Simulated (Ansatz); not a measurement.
A structure relaxed at PBE0-D4/def2-TZVP, charge 0, multiplicity 1:

Cartesian coordinates in Å:
```
N 0.4417 -0.7275 1.4526
Si 0.5096 -0.0324 -0.0756
F 1.9079 0.7190 -0.1517
C -0.8514 0.7165 -1.0197
S -0.3044 -0.9814 -1.7107
H -0.1906 -1.4720 1.6849
H 1.0291 -0.4325 2.2127
H -1.8768 0.6933 -0.6626
H -0.6651 1.5171 -1.7300
```

Question: Give its formula and SMILES.

Answer: CH4FNSSi, `N[Si]1(F)CS1`.

Question: Summarise the bond lengths by kind.

Answer: 1 × N–Si 1.680 Å; 2 × H–N 1.004 to 1.005 Å; 1 × F–Si 1.589 Å; 1 × C–Si 1.818 Å; 1 × S–Si 2.058 Å; 1 × C–S 1.913 Å; 2 × C–H 1.086 Å.

Results of the Gaussian-basis code of Ansatz.
